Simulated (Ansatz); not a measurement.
Pulling on the Si1–H2 bond in HISi (SMILES [SiH]I) (multiplicity 1 held, fragments rigid). Energies count from the point at 1.522 Å.
Geometry at that point (charge 0, multiplicity 1):
```xyz
3

Si    -1.12141    -0.93268     1.27809
H     -2.09418    -1.38630     0.19834
I      0.33574     0.27253    -0.34135
```

Signs of static correlation in def2-TZVPP, with CASSCF(2,2), from Ansatz (a quantum-chemistry and plane-wave program) runs.

```json
[
 {"R (Å)": "1.218", "T1 of restricted CCSD": "0.018", "⟨S²⟩ of UHF": "0.360", "largest double amplitude of restricted CCSD": "0.068", "weight of the CASSCF reference in MRCISD": "0.885", "CASSCF natural occupations": "1.99 0.01"},
 {"R (Å)": "1.370", "T1 of restricted CCSD": "0.018", "⟨S²⟩ of UHF": "0.322", "largest double amplitude of restricted CCSD": "0.063", "weight of the CASSCF reference in MRCISD": "0.884", "CASSCF natural occupations": "1.99 0.01"},
 {"R (Å)": "1.522", "T1 of restricted CCSD": "0.018", "⟨S²⟩ of UHF": "0.284", "largest double amplitude of restricted CCSD": "0.059", "weight of the CASSCF reference in MRCISD": "0.884", "CASSCF natural occupations": "1.98 0.02"},
 {"R (Å)": "1.675", "T1 of restricted CCSD": "0.019", "⟨S²⟩ of UHF": "0.246", "largest double amplitude of restricted CCSD": "0.054", "weight of the CASSCF reference in MRCISD": "0.883", "CASSCF natural occupations": "1.97 0.03"},
 {"R (Å)": "1.827", "T1 of restricted CCSD": "0.019", "⟨S²⟩ of UHF": "0.208", "largest double amplitude of restricted CCSD": "0.049", "weight of the CASSCF reference in MRCISD": "0.883", "CASSCF natural occupations": "1.95 0.05"},
 {"R (Å)": "2.055", "T1 of restricted CCSD": "0.021", "⟨S²⟩ of UHF": "?", "largest double amplitude of restricted CCSD": "0.056", "weight of the CASSCF reference in MRCISD": "0.882", "CASSCF natural occupations": "1.92 0.08"},
 {"R (Å)": "2.284", "T1 of restricted CCSD": "0.025", "⟨S²⟩ of UHF": "0.458", "largest double amplitude of restricted CCSD": "0.149", "weight of the CASSCF reference in MRCISD": "0.882", "CASSCF natural occupations": "1.87 0.13"},
 {"R (Å)": "2.664", "T1 of restricted CCSD": "0.037", "⟨S²⟩ of UHF": "0.821", "largest double amplitude of restricted CCSD": "0.270", "weight of the CASSCF reference in MRCISD": "0.882", "CASSCF natural occupations": "1.74 0.26"},
 {"R (Å)": "3.045", "T1 of restricted CCSD": "?", "⟨S²⟩ of UHF": "0.948", "largest double amplitude of restricted CCSD": "0.409", "weight of the CASSCF reference in MRCISD": "0.882", "CASSCF natural occupations": "1.55 0.45"},
 {"R (Å)": "3.502", "T1 of restricted CCSD": "0.086", "⟨S²⟩ of UHF": "1.000", "largest double amplitude of restricted CCSD": "0.597", "weight of the CASSCF reference in MRCISD": "0.882", "CASSCF natural occupations": "1.34 0.66"},
 {"R (Å)": "4.111", "T1 of restricted CCSD": "0.114", "⟨S²⟩ of UHF": "1.019", "largest double amplitude of restricted CCSD": "0.819", "weight of the CASSCF reference in MRCISD": "0.882", "CASSCF natural occupations": "1.16 0.84"},
 {"R (Å)": "4.872", "T1 of restricted CCSD": "0.128", "⟨S²⟩ of UHF": "1.023", "largest double amplitude of restricted CCSD": "0.973", "weight of the CASSCF reference in MRCISD": "0.882", "CASSCF natural occupations": "1.06 0.94"}
]
```

Task: Some entries are withheld; supply them.

Result: 
- 2.055, ⟨S²⟩ of UHF: 0.154
- 3.045, T1 of restricted CCSD: 0.058

Doubts at one or more of the structures used: a restricted determinant that unrestricted orbitals would lower (R-CCSD(T)/def2-TZVPP); other coupled-cluster roots lie near (R-CCSD(T)/def2-TZVPP); T1 above 0.05 (R-CCSD(T)/def2-TZVPP, U-CCSD(T)/def2-TZVPP); a spin-contaminated determinant (U-CCSD(T)/def2-TZVPP).
